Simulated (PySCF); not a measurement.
# How methods differ on the ionisation energy of Kr¹⁸⁺

Kr¹⁸⁺ [Ar] (1S) → Kr¹⁹⁺ [Ne] 3s2 3p5 (2P), as a difference of total energies. All numbers are calculated (PySCF 2.14, the spin-free X2C one-electron Hamiltonian (Gaussian nucleus), in an uncontracted even-tempered set (19 s from 1.7 bohr⁻², ratio 2.5; 12 p from 2.2 bohr⁻², ratio 2.5; 5 d from 12 bohr⁻², ratio 2.7; 4 f from 18 bohr⁻², ratio 2.7)). Correlated levels: outer shells: 1s2 frozen; virtual orbitals above 40 to 60 times the deepest correlated orbital energy dropped. The calculations carry no spin-orbit coupling.

| method | ionisation energy (eV) |
| --- | --- |
| UHF | 788.09 |
| MP2 (outer shells) | 789.06 |
| SCS-MP2 (outer shells) | 788.91 |
| CCSD (outer shells) | 788.92 |
| CCSD(T) (outer shells) | 788.92 |

**Question.** How much does correlation contribute at CCSD(T) (outer shells)?

**Answer.** 788.92 − (788.09) = 0.83 eV, measured against UHF.

A first-order spin-orbit estimate (lowest level to lowest level, LS coupling) adds -3.496 eV.

Breit and QED terms and the two-electron picture change are absent.

For comparison: 785.32 eV (semi-empirical (NIST evaluation); NIST Atomic Spectra Database, ionization energies).
